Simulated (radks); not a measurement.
Problem. All-electron atom: Gd18+ in [Kr] 4d10. Method: Dirac Kohn-Sham, PBE, spin-unpolarised, spherical densities, finite nucleus; Fermi nuclear charge, rms radius 5.1569 fm; computed with a radial shooting solver on a logarithmic mesh with Libxc functionals. Some entries of the table are withheld. Estimate them.

orbital,occ.,eigenvalue (hartree),<r> (bohr),r(max) (bohr)
1s1/2,2,-1854.957,0.02191,(1)
2s1/2,2,-319.4811,0.09277,0.07918
2p1/2,2,(2),0.07748,0.05982
2p3/2,4,(3),0.08432,0.06565
3s1/2,2,(4),0.2437,0.2244
3p1/2,2,-76.75840,0.2333,0.2117
3p3/2,4,-71.50036,0.2462,0.2239
3d3/2,4,(5),0.2184,0.1781
3d5/2,6,(6),0.2224,0.1815
4s1/2,2,-28.68042,(7),0.5081
4p1/2,2,-26.04400,0.5416,0.5105
4p3/2,4,-24.74815,0.5659,0.5342
4d3/2,4,-20.36050,0.5791,(8)
4d5/2,6,-20.10669,0.5865,(9)

Solution. 
(1) 1s1/2 r(max) (bohr): 0.01392
(2) 2p1/2 eigenvalue (hartree): -304.1636
(3) 2p3/2 eigenvalue (hartree): -278.6013
(4) 3s1/2 eigenvalue (hartree): -83.38945
(5) 3d3/2 eigenvalue (hartree): -60.04607
(6) 3d5/2 eigenvalue (hartree): -58.90256
(7) 4s1/2 <r> (bohr): 0.5349
(8) 4d3/2 r(max) (bohr): 0.5336
(9) 4d5/2 r(max) (bohr): 0.5407
